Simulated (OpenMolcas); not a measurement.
# OpenMolcas run: Al²⁺

Input:

```
&GATEWAY
Coord
1

Al 0.0 0.0 0.0
Basis=ANO-R3
Group=XYZ
NoMove
AngMom=0.0 0.0 0.0
AMFI
&SEWARD
&RASSCF
FileOrb=start.orb
Symmetry=1
Spin=2
nActEl=1 0 0
Inactive=2 3
Ras2=1 3
CIRoot=1 1 1
SDav=1
CIMx=300
Iter=120 100
PrWF=0.3
OrbListing=Nothing
MaxOrb=0
Atom
>>> COPY $Project.JobIph JOBPRE
&RASSCF
FileOrb=start.orb
Symmetry=1
Spin=2
nActEl=1 0 0
Inactive=2 3
Ras2=2 6
CIRoot=1 1 1
SDav=2
CIMx=300
Iter=120 100
PrWF=0.3
OrbListing=Nothing
MaxOrb=0
Atom
>>> COPY $Project.JobIph JOB001
&RASSCF
FileOrb=start.orb
Symmetry=2
Spin=2
nActEl=1 0 0
Inactive=2 3
Ras2=2 6
CIRoot=3 3 1
SDav=6
CIMx=300
Iter=120 100
PrWF=0.3
OrbListing=Nothing
MaxOrb=0
Atom
>>> COPY $Project.JobIph JOB002
&RASSI
NrOfJobIphs=2 1 3
1
1 2 3
IphNames
JOB001
JOB002
EJob
SpinOrbit
DIPRint=1.0
SOCoupling=1000.0
Subsets=2
MEES
Property=10
'ANGMOM' 1 'ANGMOM' 2 'ANGMOM' 3 'MLTPL  1' 1 'MLTPL  1' 2 'MLTPL  1' 3
'AMFI' 1 'AMFI' 2 'AMFI' 3 'MLTPL  2' 6
SOProperty=3
'ANGMOM' 1 'ANGMOM' 2 'ANGMOM' 3
```

Launched by
```bash
OMP_NUM_THREADS=1 MOLCAS_MEM=2252 MOLCAS_PROJECT=a pymolcas a.inp > a.log  # once for each step of the input, in one work folder
```

A driver script runs the steps one by one and writes start.orb anew before each from the orbitals found so far.

Output, cut to the results:

```
--- SEWARD ---
Basis set label: AL.ANO-R...6S5P4D2F1G.

      Electronic valence basis set:
      ------------------
      Associated Effective Charge  13.000000 au
      Associated Actual Charge     13.000000 au
      Nuclear Model: Finite nucleus - Gaussian distribution
        Gaussian exponent, Xi/bohr**(-2):  4.43360E+08

      Shell  nPrim  nBasis  Cartesian Spherical Contaminant
         s      16       6        X
         p      11       5        X
         d       7       4                 X
         f       5       2                 X
         g       1       1                 X
                  Relativistic X2C integrals
                  Atomic mean-field integrals
--- RASSCF ---
Wave function specifications:
      -----------------------------

      Number of closed shell electrons          10
      Number of electrons in active shells       1
      Max number of holes in RAS1 space          0
      Max nr of electrons in RAS3 space          0
      Number of inactive orbitals                5
      Number of active orbitals                  8
      Number of secondary orbitals              51
      Spin quantum number                      0.5
      State symmetry                             1
Orbital specifications:
      -----------------------

      Symmetry species                           1   2
                                                ag  au
      Frozen orbitals                            0   0
      Inactive orbitals                          2   3
      Active orbitals                            2   6
      RAS1 orbitals                              0   0
      RAS2 orbitals                              2   6
      RAS3 orbitals                              0   0
      Secondary orbitals                        31  20
      Deleted orbitals                           0   0
      Number of basis functions                 35  29
      Number of CSFs                             2
      Number of root(s) required                 1
      Iter CI   SX   CI       RASSCF       Energy    max ROT     max BLB   max BLB  Level Ln srch  Step   QN
          iter iter root      energy       change     param      element    value   shift minimum  type update
 Nr of preliminary CI iterations:   1
 ###############################################################################
 ###############################################################################
 ###                                                                         ###
 ###                                                                         ###
 ###    WARNING: Problems in orbital optimization.                           ###
 ###                                                                         ###
 ###                                                                         ###
 ###############################################################################
 ###############################################################################
  Warning: In symmetry  1, orbital p=   4 has diagonal density matrix element D(p,p) close to zero. D(p,p)=  1.003983E-30
 ###############################################################################
        ...
  Warning: In symmetry  2, orbital p=   7 has diagonal density matrix element D(p,p) close to zero. D(p,p)=  0.000000E+00
  Warning: In symmetry  2, orbital p=   8 has diagonal density matrix element D(p,p) close to zero. D(p,p)=  0.000000E+00
  Warning: In symmetry  2, orbital p=   9 has diagonal density matrix element D(p,p) close to zero. D(p,p)=  0.000000E+00
        4   1    1    1  -241.46560005    2.84E-14   0.00E+00    2  10 2  4.75E-08   0.50   0.00    SX    NO
      Convergence after  4 iterations
        5   1    1    1  -241.46560005    2.84E-14   0.00E+00    2  10 2  4.75E-08   0.50   0.00    SX    NO
      Natural orbitals and occupation numbers for root  1
      sym 1:   1.000000   0.000000
      sym 2:   0.000000   0.000000   0.000000   0.000000   0.000000   0.000000
::    RASSCF root number  1 Total energy:   -241.46560005
--- RASSCF ---
Wave function specifications:
      -----------------------------

      Number of closed shell electrons          10
      Number of electrons in active shells       1
      Max number of holes in RAS1 space          0
      Max nr of electrons in RAS3 space          0
      Number of inactive orbitals                5
      Number of active orbitals                  8
      Number of secondary orbitals              51
...
--- RASSI ---
SPIN-FREE ENERGIES:
  (Shifted by EMIN (a.u.) =       -241.4656000459)

 SF State       Relative EMIN(au)   Rel lowest level(eV)    D:o, cm**(-1)      L_eff

     1             0.0000000000        0.0000000000              0.0000         0.0
     2             0.2415287170        6.5723312089          53009.4261         1.0
     3             0.2415287170        6.5723312089          53009.4261         1.0
     4             0.2415287170        6.5723312089          53009.4261         1.0
     Dipole printing threshold changed to   1.00000000E+00

++ Dipole transition strengths (spin-free states):
   -----------------------------------------------
     for osc. strength at least  1.00000000E+00

  ( Max oscillator strength is only   0.29419649368144413      )
--
Eigenvalues of complex Hamiltonian:
   -----------------------------------
  (Shifted by EMIN (a.u.) =       -241.4656000459)

 SO State       Relative EMIN(au)   Rel lowest level(eV)    D:o, cm**(-1)     J-value

     1             0.0000000000        0.0000000000              0.0000         0.4
     2             0.0000000000        0.0000000000              0.0000         0.4
     3             0.2409429910        6.5563927921          52880.8741         0.4
     4             0.2409429910        6.5563927921          52880.8741         0.4
     5             0.2418215800        6.5803004173          53073.7021         1.1
     6             0.2418215800        6.5803004173          53073.7021         1.1
     7             0.2418215800        6.5803004173          53073.7021         1.2
     8             0.2418215800        6.5803004173          53073.7021         1.2
Weights of the five most important spin-orbit-free states for each spin-orbit state.

 SO State  Total energy (au)           Spin-free states, spin, and weights
 -------------------------------------------------------------------------------------------------------
...
```

The J values that RASSI prints are effective ones from its own formula and need not be integers or half-integers; the table below assigns J from the states.

Levels above the lowest, from the spin-orbit matrix, grouped by J:

```json
{"Configuration": "3s", "Term": "2S", "J": "1/2", "E (cm-1)": "0.0", "Measured (cm-1)": "0.0", "Term weight %": "100"}
{"Configuration": "3p", "Term": "2P*", "J": "1/2", "E (cm-1)": "52881", "Measured (cm-1)": "53683", "Term weight %": "100"}
{"Configuration": "3p", "Term": "2P*", "J": "3/2", "E (cm-1)": "53074", "Measured (cm-1)": "53917", "Term weight %": "100"}
```

Against the 2 measured excited levels shown (NIST levels in Kelleher and Podobedova, J. Phys. Chem. Ref. Data 37, 709 (2008)) the mean absolute deviation is 820 cm-1; the largest miss in energy is 3p 2P* 3/2: computed 53074, measured 53917 cm-1 (-1.6 %).

With one active electron outside closed inactive shells, the extra shells (4p 4s) add no correlation to the reference. With one active electron the reference holds no correlation, so core polarisation is missing. Computed and measured levels are paired by configuration, term and J; levels that our copy of the source lacks, or whose pairing is in doubt (as where it misses far off the trend of its configuration), stay unpaired and out of the deviations. Levels of configurations outside the active space are missing. The first state left out of the spin-orbit step lies near 140000 cm-1 above the lowest spin-free state of the reference (among the parities and spins computed), and the list stops at four fifths of that energy or lower.

The term weight is that of the spin-free term in the level, not the purity of its configuration. * marks odd parity.
